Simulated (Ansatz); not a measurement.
`[GeH3][CH]1CO1` + `CO[Si]1(F)CO1` → `F[Si]1([GeH3])CO1` + `COC1CO1`  (formal exchange of groups at a Ge–C bond)

Computed with Ansatz on PBE0-D4/def2-TZVP structures; ΔE is electronic, products minus reactants. CCSD(T)/CBS adds triple-zeta CCSD(T) − MP2 to the extrapolated MP2 energy (def2 sets, frozen cores). For Ge outer-core shells are correlated without core-valence functions, which leaves a few kJ/mol of doubt a bond. Scalar relativity is left out up to krypton. Each species was taken in one conformer, which may not be the lowest.

```json
{"species": "`[GeH3][CH]1CO1`", "CCSD(T)/CBS(def2) energy (Eh)": "-2230.93127"}
{"species": "`CO[Si]1(F)CO1`", "CCSD(T)/CBS(def2) energy (Eh)": "-618.42056"}
{"species": "`F[Si]1([GeH3])CO1`", "CCSD(T)/CBS(def2) energy (Eh)": "-2581.26363"}
{"species": "`COC1CO1`", "CCSD(T)/CBS(def2) energy (Eh)": "-268.04757"}
```

Question: Work out ΔE.

Answer: ΔE = (-2581.26363) + (-268.04757) − (-2230.93127) − (-618.42056) = 0.04063 Eh = +106.7 kJ/mol.

Largest T1 diagnostic among the species: 0.013.

From PBE to PBE0 (25 % exact exchange), in def2-TZVPP and without D4, ΔE moves by +9.5 kJ/mol.
